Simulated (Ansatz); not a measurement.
`C[Si](N)(F)Cl` + `[SH][Al]([SH])[SH]` → `C[Si](N)(S)Cl` + `[F][Al]([SH])[SH]`  (redistribution)

Computed with Ansatz on PBE0-D4/def2-TZVP structures; ΔE is electronic, products minus reactants. CCSD(T)/CBS adds triple-zeta CCSD(T) − MP2 to the extrapolated MP2 energy (def2 sets, frozen cores). DFT in def2-TZVPP. B3LYP here is the variant with VWN-RPA as its local correlation; programs differ in this. One conformer a species, not always the lowest.

(1) Is it downhill or uphill in electronic energy at CCSD(T)/CBS, and by how much? (Estimate.)

(2) What do these levels give: PBE-D4, B3LYP-D4, r2SCAN, HF/def2-TZVPP, SCS-MP2/def2-TZVPP, MP2/def2-QZVPP? (An estimate is asked.)

Largest T1 diagnostic among the species: 0.012.

## Answers

(1) Ansatz gave: Uphill: ΔE = +16.8 kJ/mol.

(2) Computed: PBE-D4 13.1, B3LYP-D4 16.1, r2SCAN 18.4, HF/def2-TZVPP 28.9, SCS-MP2/def2-TZVPP 16.8, MP2/def2-QZVPP 14.0 kJ/mol.

In def2-TZVPP, CCSD(T) changes the Hartree–Fock value by −10.2 kJ/mol (the triples alone add −1.2 kJ/mol) and MP2 by −13.6 kJ/mol. From PBE to PBE0 (25 % exact exchange), in def2-TZVPP and without D4, ΔE moves by +3.7 kJ/mol.
